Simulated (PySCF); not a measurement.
C2H8O2Si, SMILES O[SiH](O)CC. Atoms are numbered in the order given.

```xyz
13

Si     0.5008     0.1954     0.2789
O      0.4687     1.2902    -0.9780
O      1.8332    -0.7995     0.2288
C     -0.9820    -0.9055     0.0824
C     -2.3109    -0.1562     0.0490
H      0.5108     0.9732     1.5621
H      0.9022     2.1360    -0.8420
H      2.6903    -0.4081     0.4151
H     -0.8287    -1.4754    -0.8509
H     -0.9630    -1.6525     0.8944
H     -3.1623    -0.8384    -0.0996
H     -2.3259     0.5824    -0.7670
H     -2.4917     0.3914     0.9882
```

Geometry: PBE0-D3(BJ)/def2-SVP. One conformer was computed; it need not be the lowest.

Level of theory: TDDFT-PBE/def2-SVPD (PySCF).

Vertical excitations. Isolated molecule, no solvent.

Question: List the lowest excited states. (Estimate from the structure and the level; the computed values follow.)

Answer: 
| state | energy (eV) | λ (nm) | f | main pairs |
|---|---|---|---|---|
| S1 | 6.36 | 195 | 0.001 | HOMO→LUMO 99 % |
| S2 | 6.87 | 181 | 0.031 | HOMO−1→LUMO 96 % |
| S3 | 7.01 | 177 | 0.006 | HOMO→LUMO+1 95 % |
| S4 | 7.02 | 177 | 0.027 | HOMO−2→LUMO 96 % |
| S5 | 7.38 | 168 | 0.010 | HOMO→LUMO+2 96 % |
| S6 | 7.49 | 165 | 0.018 | HOMO−1→LUMO+1 91 % |
| S7 | 7.56 | 164 | 0.006 | HOMO−3→LUMO 95 % |
| S8 | 7.67 | 162 | 0.029 | HOMO−2→LUMO+1 88 % |
| S9 | 7.75 | 160 | 0.004 | HOMO−1→LUMO+2 93 % |
| S10 | 7.93 | 156 | 0.001 | HOMO−2→LUMO+2 73 %, HOMO−4→LUMO 26 % |
| T1 | 6.22 | 199 | 0 | HOMO→LUMO 99 % |
| T2 | 6.58 | 188 | 0 | HOMO−1→LUMO 99 % |
| T3 | 6.80 | 182 | 0 | HOMO−2→LUMO 63 %, HOMO→LUMO+1 36 % |
| T4 | 6.83 | 182 | 0 | HOMO→LUMO+1 63 %, HOMO−2→LUMO 36 % |
Triplets are in the Tamm–Dancoff approximation, which puts them higher than full response would, so one can lie above its singlet here.
